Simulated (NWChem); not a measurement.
System: CH6ClNOSi; SMILES N[Si@@](Cl)(C)O

Parts of the log:

```
             Northwest Computational Chemistry Package (NWChem) 7.3.0
             --------------------------------------------------------

                             Geometry "geometry" -> ""
                             -------------------------

 Output coordinates in angstroms (scale by  1.889725989 to convert to a.u.)

  No.       Tag          Charge          X              Y              Z
 ---- ---------------- ---------- -------------- -------------- --------------
    1 C                    6.0000     1.70200000     1.01778000     0.17439300
    2 Si                  14.0000    -0.02655700     0.34628700     0.06551100
    3 N                    7.0000    -0.84356200     1.08155500    -1.25618000
    4 O                    8.0000    -0.93260600     0.56405900     1.43809500
    5 Cl                  17.0000     0.11836400    -1.72317300    -0.08379300
    6 H                    1.0000     2.28437200     0.76419100    -0.72495300
    7 H                    1.0000     2.21956300     0.58180300     1.04185800
    8 H                    1.0000     1.69665000     2.11306300     0.28791600
    9 H                    1.0000    -1.77592200     0.76333600    -1.50147900
   10 H                    1.0000    -0.31734500     1.30557100    -2.09417100
   11 H                    1.0000    -1.37040800     1.41933200     1.48923100

 Effective nuclear repulsion energy (a.u.)     308.9051402241

  pbe96 is a nonlocal functional; adding pw91lda local functional.
                              NWChem Property Module
                              ----------------------

  itol2e modified to match energy
  convergence criterion.

                                 NWChem DFT Module
                                 -----------------

 Summary of "ao basis" -> "ao basis" (spherical)
 ------------------------------------------------------------------------------
       Tag                 Description            Shells   Functions and Types
 ---------------- ------------------------------  ------  ---------------------
 C                          pcsseg-1                 7       17   3s3p1d
 Si                         pcsseg-1                10       24   4s5p1d
 N                          pcsseg-1                 7       17   3s3p1d
 O                          pcsseg-1                 7       17   3s3p1d
 Cl                         pcsseg-1                10       24   4s5p1d
 H                          pcsseg-1                 3        5   2s1p

  itol2e modified to match energy
  convergence criterion.

            General Information
            -------------------
          SCF calculation type: DFT
          Wavefunction type:  closed shell.
          No. of atoms     :    11
          No. of electrons :    58
           Alpha electrons :    29
            Beta electrons :    29
          Charge           :     0
          Spin multiplicity:     1
          Use of symmetry is: off; symmetry adaption is: off
          Maximum number of iterations: 150
          AO basis - number of functions:   129
                     number of shells:    59
          Convergence on energy requested:  1.00D-07
          Convergence on density requested:  1.00D-05
          Convergence on gradient requested:  5.00D-04

              XC Information
              --------------
          PerdewBurkeErnzerhof Exchange Functional  1.000
            Perdew 1991 LDA Correlation Functional  1.000 local
           PerdewBurkeErnz. Correlation Functional  1.000 non-local

             Grid Information
             ----------------
          Grid used for XC integration:  fine
          Radial quadrature: Mura-Knowles
          Angular quadrature: Lebedev.
          Tag              B.-S. Rad. Rad. Pts. Rad. Cut. Ang. Pts.
          ---              ---------- --------- --------- ---------
          C                   0.70       70          11.0       590
          Si                  1.10      123           9.0       770
          N                   0.65       70          11.0       590
          O                   0.60       70          11.0       590
          Cl                  1.00      123          12.0       770
          H                   0.35       60          12.0       590
          Grid pruning is: on
          Number of quadrature shells:   816
          Spatial weights used:  Erf1

      Superposition of Atomic Density Guess
      -------------------------------------

 Sum of atomic energies:        -917.93186760

      Non-variational initial energy
      ------------------------------

 Total energy =    -920.107974
 1-e energy   =   -1879.818321
 2-e energy   =     650.805206
 HOMO         =      -0.372056
 LUMO         =       0.033743

   convergence    iter        energy       DeltaE   RMS-Dens  Diis-err
 ---------------- ----- ----------------- --------- --------- ---------
 d= 0,ls=0.0,diis     1   -920.8448640939 -1.23D+03  1.17D-02  1.47D+00
 d= 0,ls=0.0,diis     2   -920.7599618902  8.49D-02  8.73D-03  1.95D+00
 d= 0,ls=0.0,diis     3   -920.9231145445 -1.63D-01  2.41D-03  3.16D-01
 d= 0,ls=0.0,diis     4   -920.9473649357 -2.43D-02  9.41D-04  2.79D-02
 d= 0,ls=0.0,diis     5   -920.9502649234 -2.90D-03  2.53D-04  1.82D-03
  Resetting Diis
 d= 0,ls=0.0,diis     6   -920.9504181524 -1.53D-04  9.96D-05  3.31D-04
 d= 0,ls=0.0,diis     7   -920.9504560436 -3.79D-05  2.92D-05  6.36D-06
 d= 0,ls=0.0,diis     8   -920.9504553407  7.03D-07  1.97D-05  1.19D-05
 d= 0,ls=0.0,diis     9   -920.9504566794 -1.34D-06  3.63D-06  4.46D-07
 d= 0,ls=0.0,diis    10   -920.9504567259 -4.64D-08  9.49D-07  3.50D-08

         Total DFT energy =     -920.950456725858
      One electron energy =    -1885.447301107566
           Coulomb energy =      727.496444843728
    Exchange-Corr. energy =      -71.904740686073
 Nuclear repulsion energy =      308.905140224053

 Numeric. integr. density =       58.000002908943

                       DFT Final Molecular Orbital Analysis
                       ------------------------------------

[...]

          -----------------------------------------
          Chemical Shielding Tensors (GIAO, in ppm)
          -----------------------------------------

                                NWChem CPHF Module
                                ------------------

  scftype          =     RHF
  nclosed          =       29
  nopen            =        0
  variables        =     2900
  # of vectors     =        3
  tolerance        = 0.10D-03
  level shift      = 0.00D+00
  max iterations   =       50
  max subspace     =       30

 SCF residual:    3.3807523531699617E-005

Iterative solution of linear equations
  No. of variables     2900
  No. of equations        3
  Maximum subspace       30
        Iterations       50
       Convergence  1.0D-04

   iter   nsub   residual    time
   ----  ------  --------  ---------
     1      3    8.44D-06      63.1

      Atom:    1  C
        Diamagnetic
    260.3797      3.7849      0.6742
      3.7849    254.8362      0.5897
      0.6742      0.5897    252.0277

        Paramagnetic
    -75.6658      4.6610      0.5931
      4.6610    -75.3603      0.2162
      0.5931      0.2162    -81.7819

        Total Shielding Tensor
    184.7139      8.4460      1.2673
      8.4460    179.4759      0.8059
      1.2673      0.8059    170.2458

           isotropic =     178.1452
          anisotropy =      19.3505

          Principal Components and Axis System
                 1           2           3
              191.0455    173.2556    170.1345

      1         0.8032     -0.5907     -0.0773
      2         0.5914      0.8063     -0.0161
      3         0.0718     -0.0328      0.9969

      Atom:    2  Si
        Diamagnetic
    880.9693     -0.6787     -0.7897
     -0.6787    885.5951     -0.4875
     -0.7897     -0.4875    881.0248

        Paramagnetic
   -545.9193     10.1853      4.8319
     10.1853   -563.9878     16.5652
      4.8319     16.5652   -539.8403

        Total Shielding Tensor
    335.0500      9.5066      4.0422
      9.5066    321.6073     16.0777
      4.0422     16.0777    341.1844

           isotropic =     332.6139
          anisotropy =      32.0041

          Principal Components and Axis System
                 1           2           3
              353.9500    333.0838    310.8080

      1         0.4141      0.8696     -0.2690
      2         0.4999      0.0297      0.8656
      3         0.7607     -0.4929     -0.4223

      Atom:    3  N
        Diamagnetic
    322.4201      0.3238      6.1335
      0.3238    306.8933    -11.2725
      6.1335    -11.2725    325.1479

        Paramagnetic
   -100.5477    -11.0085     15.5891
    -11.0085   -105.1991     -0.3112
     15.5891     -0.3112    -91.9696

        Total Shielding Tensor
    221.8723    -10.6846     21.7226
    -10.6846    201.6942    -11.5837
     21.7226    -11.5837    233.1784

           isotropic =     218.9150
          anisotropy =      53.5737

          Principal Components and Axis System
                 1           2           3
              254.6307    205.2849    196.8293

      1         0.5925      0.7494      0.2954
      2        -0.2845     -0.1484      0.9471
      3         0.7536     -0.6453      0.1253

      Atom:    4  O
        Diamagnetic
    385.6188    -11.5878    -15.0415
    -11.5878    389.4131      5.5183
    -15.0415      5.5183    393.2238

        Paramagnetic
   -145.6768     -5.7040     -2.0510
     -5.7040   -120.1608     -0.2221
     -2.0510     -0.2221   -117.2896

        Total Shielding Tensor
    239.9419    -17.2918    -17.0925
    -17.2918    269.2522      5.2963
    -17.0925      5.2963    275.9342

           isotropic =     261.7095
          anisotropy =      42.6392

          Principal Components and Axis System
                 1           2           3
              290.1356    266.9824    228.0104

      1        -0.4321     -0.0926      0.8971
      2         0.5408      0.7694      0.3399
      3         0.7217     -0.6320      0.2824

      Atom:    5  Cl
        Diamagnetic
   1145.7512     -0.3623      0.1065
     -0.3623   1155.4715      0.5256
      0.1065      0.5256   1145.4218

        Paramagnetic
   -396.9511     13.4100    -15.9678
     13.4100   -141.1203      6.0329
    -15.9678      6.0329   -364.8129

        Total Shielding Tensor
    748.8001     13.0477    -15.8612
     13.0477   1014.3512      6.5586
    -15.8612      6.5586    780.6088

           isotropic =     847.9200
          anisotropy =     250.8202

          Principal Components and Axis System
                 1           2           3
             1015.1335    787.1612    741.4654

      1         0.0474     -0.3834      0.9223
      2         0.9986     -0.0046     -0.0533
      3         0.0247      0.9236      0.3827

      Atom:    6  H
        Diamagnetic
     33.6938      0.2684     -7.6866
      0.2684     25.1639      1.9247
     -7.6866      1.9247     32.5343

        Paramagnetic
     -0.6636     -0.0359      3.4525
     -0.0359      2.8222     -0.9422
      3.4525     -0.9422     -0.5811

        Total Shielding Tensor
     33.0303      0.2325     -4.2340
      0.2325     27.9861      0.9825
     -4.2340      0.9825     31.9533

           isotropic =      30.9899
          anisotropy =       8.6939

          Principal Components and Axis System
                 1           2           3
               36.7858     28.9912     27.1927

      1         0.7455      0.5303     -0.4037
      2        -0.0545      0.6522      0.7561
      3        -0.6643      0.5417     -0.5151

      Atom:    7  H
        Diamagnetic
     32.3205     -0.8670      7.7072
     -0.8670     26.0734     -3.4820
      7.7072     -3.4820     32.0737

        Paramagnetic
     -0.3777      0.3327     -3.1536
      0.3327      2.4643      1.6813
     -3.1536      1.6813     -0.2246

        Total Shielding Tensor
     31.9427     -0.5343      4.5536
     -0.5343     28.5377     -1.8007
      4.5536     -1.8007     31.8491

           isotropic =      30.7765
          anisotropy =       9.0083

          Principal Components and Axis System
                 1           2           3
               36.7821     28.7610     26.7865

      1         0.6832      0.4983     -0.5338
      2        -0.1978      0.8300      0.5216
      3         0.7029     -0.2508      0.6656

      Atom:    8  H
        Diamagnetic
     27.2925      3.5930      0.5654
      3.5930     40.4843      2.0002
      0.5654      2.0002     23.7510

        Paramagnetic
      1.7001     -1.1445      0.1108
     -1.1445     -3.3713     -0.7067
      0.1108     -0.7067      3.3039

        Total Shielding Tensor
     28.9926      2.4485      0.6761
      2.4485     37.1131      1.2935
      0.6761      1.2935     27.0549

           isotropic =      31.0535
          anisotropy =      10.3910

          Principal Components and Axis System
                 1           2           3
               37.9808     28.3720     26.8077

      1         0.2697      0.9366     -0.2237
      2         0.9542     -0.2912     -0.0689
      3         0.1296      0.1948      0.9722

      Atom:    9  H
        Diamagnetic
     40.9447      3.1585      7.5872
      3.1585     23.5337     -1.1776
      7.5872     -1.1776     27.3700

        Paramagnetic
     -2.9503     -1.1769     -2.0257
     -1.1769      1.8860      0.9864
     -2.0257      0.9864      0.5262

        Total Shielding Tensor
     37.9944      1.9816      5.5615
      1.9816     25.4197     -0.1912
      5.5615     -0.1912     27.8962

           isotropic =      30.4368
          anisotropy =      15.3276

          Principal Components and Axis System
                 1           2           3
               40.6552     26.3041     24.3511

      1         0.9114     -0.2270     -0.3433
      2         0.1136     -0.6629      0.7400
      3         0.3956      0.7134      0.5784

      Atom:   10  H
        Diamagnetic
     28.4683      1.7655     -5.0890
      1.7655     23.9546     -7.2047
     -5.0890     -7.2047     39.9332

        Paramagnetic
     -0.1258     -0.4060      1.5500
     -0.4060      2.0717      2.4785
      1.5500      2.4785     -3.0706

        Total Shielding Tensor
     28.3425      1.3595     -3.5390
      1.3595     26.0263     -4.7261
     -3.5390     -4.7261     36.8626

           isotropic =      30.4104
          anisotropy =      14.2041

          Principal Components and Axis System
                 1           2           3
               39.8799     27.0971     24.2544

      1        -0.3122      0.9500     -0.0100
      2        -0.3340     -0.0999      0.9372
      3         0.8894      0.2959      0.3485

      Atom:   11  H
        Diamagnetic
     28.1922    -11.1597     -5.4071
    -11.1597     37.4265      4.5534
     -5.4071      4.5534     25.9989

        Paramagnetic
     -0.1141      2.7478      1.6464
      2.7478     -1.9421     -0.6845
      1.6464     -0.6845      0.0296

        Total Shielding Tensor
     28.0781     -8.4120     -3.7607
     -8.4120     35.4844      3.8689
     -3.7607      3.8689     26.0285

           isotropic =      29.8636
          anisotropy =      19.1993

          Principal Components and Axis System
                 1           2           3
               42.6632     24.7851     22.1426

      1        -0.5336     -0.1878      0.8246
      2         0.7892     -0.4612      0.4056
      3         0.3042      0.8672      0.3943
```

Level: PBE/pcSseg-1, GIAO. Structure relaxed at the PBE0/def2-SVP level. The printed shielding anisotropy is the first printed principal value minus the mean of the other two.

Task: Reconstruct the input file.

Result: This is not unique; one that fits is the input that was run:
```
start job
memory heap 200 mb stack 900 mb global 1100 mb
geometry units angstroms noautosym nocenter noautoz
  C      1.702000     1.017780     0.174393
  Si    -0.026557     0.346287     0.065511
  N     -0.843562     1.081555    -1.256180
  O     -0.932606     0.564059     1.438095
  Cl     0.118364    -1.723173    -0.083793
  H      2.284372     0.764191    -0.724953
  H      2.219563     0.581803     1.041858
  H      1.696650     2.113063     0.287916
  H     -1.775922     0.763336    -1.501479
  H     -0.317345     1.305571    -2.094171
  H     -1.370408     1.419332     1.489231
end
basis spherical
  C library pcsseg-1
  Si library pcsseg-1
  N library pcsseg-1
  O library pcsseg-1
  Cl library pcsseg-1
  H library pcsseg-1
end
dft
  xc xpbe96 cpbe96
  iterations 150
end
property
  shielding
end
task dft property
```
